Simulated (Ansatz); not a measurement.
Reaction (redistribution): `OB1CO1` + `CN[SiH](F)Br` → `FB1CO1` + `CN[SiH](O)Br`

Computed with Ansatz on PBE0-D4/def2-TZVP structures; ΔE is electronic, products minus reactants. CCSD(T)/CBS is the MP2 limit (def2-TZVPP, def2-QZVPP) plus CCSD(T) − MP2 in def2-TZVPP, frozen cores. Functionals use def2-TZVPP. For Br outer-core shells are correlated without core-valence functions, which leaves a few kJ/mol of doubt a bond. Scalar relativity is left out up to krypton. Each species was taken in one conformer, which may not be the lowest.

| level | ΔE (kJ/mol) |
| --- | --- |
| PBE-D4 | 35.4 |
| SCS-MP2/def2-TZVPP | 33.9 |
| CCSD/def2-TZVPP | 34.2 |
| MP2/CBS(def2) | 35.5 |

Q: What does CCSD(T)/CBS give? (Estimate.)

A: Computed: +35.2 kJ/mol. The listed levels differ from it by 0.2, -1.3, -1.0, 0.3 kJ/mol.

Largest T1 diagnostic among the species: 0.014.
